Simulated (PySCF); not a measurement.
Cl₃Ga, charge +1, multiplicity 2. Atoms are numbered in the order given.

```xyz
4

Ga     0.0000     0.0000    -0.2739
Cl     0.0000     1.3946     1.4147
Cl     0.0000     0.0000    -2.3300
Cl     0.0000    -1.3946     1.4147
```
Charge +1, spin multiplicity 2.

Geometry: PBE0-D3(BJ)/def2-SVP.

Method: M06-2X/def2-TZVPD (PySCF).

The molecule is in vacuum.

**Question.** Estimate the frontier levels, dipole moment and polarisability. (The exact figures need the calculation; the answer reports its results.)

**Answer.** 
```json
{
  "α spin, highest occupied and lowest empty level": "-16.45 and -7.28 eV",
  "β spin, highest occupied and lowest empty level": "-16.42 and -11.36 eV",
  "dipole_moment_about_the_centre_of_nuclear_charge": "0.84 D",
  "mean_static_polarisability": "69.7 bohr³ (10.32 Å³)",
  "polarisability_principal_values": "42.8, 76.3, 89.9 bohr³",
  "⟨S²⟩": "0.757 (pure state 0.75)"
}
```
